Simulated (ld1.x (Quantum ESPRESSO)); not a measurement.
**oxygen (O): one change to an RRKJ potential, before and after**

oxygen (O), norm-conserving RRKJ (Kleinman–Bylander form), made with ld1.x (Quantum ESPRESSO) 7.5 (PBE, non-relativistic). Core [He], reference 2s2 2p3.5 (charge +0.5). Waves: 2p (bound): rc 2.05 bohr; 3d channel at 0.25 Ry: rc 1.95 bohr; 2s (bound): rc 0.65 bohr. Local part: the s channel. Core correction: none. rho0 = 0.01.

All-electron outer shells of the reference configuration (PBE, non-relativistic, ld1.x):

```
shell  level (eV)  outermost node (bohr)  outermost maximum (bohr)
   2s      -31.34                   0.28                      0.87
   2p      -16.28                      –                      0.81
```

Change: type PAW; waves now 2s (bound): rcut 0.55, rcutus 0.65 bohr; 2s channel at -1.6 Ry: rcut 0.55, rcutus 0.65 bohr; 2p (bound): rcut 1.80, rcutus 2.05 bohr; 2p channel at 1.7 Ry: rcut 1.80, rcutus 2.05 bohr; 3d channel at 0.25 Ry: rcut 1.70, rcutus 1.95 bohr; 3d channel at 1.05 Ry: rcut 1.70, rcutus 1.95 bohr; local potential all-electron potential smoothed inside 0.90 bohr (lloc = -1); core correction a·sin(br)/r model core, default radius (ld1.x builds one for every PAW set, though the input has nlcc=.false.); augmentation PSQ, inside the norm-conserving radii; rho0 0.

Cutoffs: the cutoffs (Ry, on a coarse ladder) from which the occupation-weighted sum of valence levels, in a spherical-Bessel basis at the reference potential, stays within 10 and 1 mRy of its value at 400 Ry; they do not see the model core or the augmentation charge, which bear on the density cutoff. Errors are all-electron minus pseudo energies relative to the spin-unpolarised reference configuration.

**Question.** What does the change do?

**Answer.** The potential gets softer (140 Ry and 300 Ry → 55 Ry and 80 Ry); a bound ghost appears in s, which as a rule spoils a file; the number of tests that count goes from 7 to 6; of the 6 tests that both files solve, the error grows in 1 and shrinks in 4 by more than 15 % and 0.3 meV (median size 154.1 → 119.9 meV); the range in which the p phases agree widens (upper end 0.7 → at the end of the scan); the range in which the d phases agree narrows (upper end at the end of the scan → 2.2). Several settings change at once here, so the effects cannot be laid on one of them.

```csv
quantity,base,changed
"cutoff, loose",140 Ry,55 Ry
"cutoff, tight",300 Ry,80 Ry
loose cutoff by channel (10 mRy a level),"p 30 Ry, s 80 Ry","s 45 Ry, p 15 Ry"
bound ghosts,none,s
"tests counted (converged, no solver errors)",7 of 7,6 of 7
"error for 2s2 2p4, meV [ΔE -6.29 eV]",+17,+0.3
"error for 2s2 2p3, meV [ΔE 10.15 eV]",+41,+97
"error for 2s2 2p0, meV [ΔE 174.52 eV]",+8196,-537
"error for 2s1 2p4, meV [ΔE 25.32 eV]",-162,+143
"error for 2s0 2p6, meV [ΔE 23.54 eV]",+146,-1.8
"error for 2s2 2p1, meV [ΔE 97.62 eV]",+2933,-257
s: phases at 2.26 bohr within 0.05 rad from the reference energy up to (Ry; the scan ends near 5),to the end of the scan,to the end of the scan
p: phases at 2.26 bohr within 0.05 rad from the reference energy up to (Ry; the scan ends near 5),0.7,to the end of the scan
d: phases at 2.26 bohr within 0.05 rad from the reference energy up to (Ry; the scan ends near 5),to the end of the scan,2.2
```

Changed file: Tests not counted: 2s2 2p2 (pseudo-atom not self-consistent, printed error +17 meV). A true bound ghost makes a file unfit for plane-wave use even where its test errors are small: the radial tests pick states by their node count and pass the ghost by.
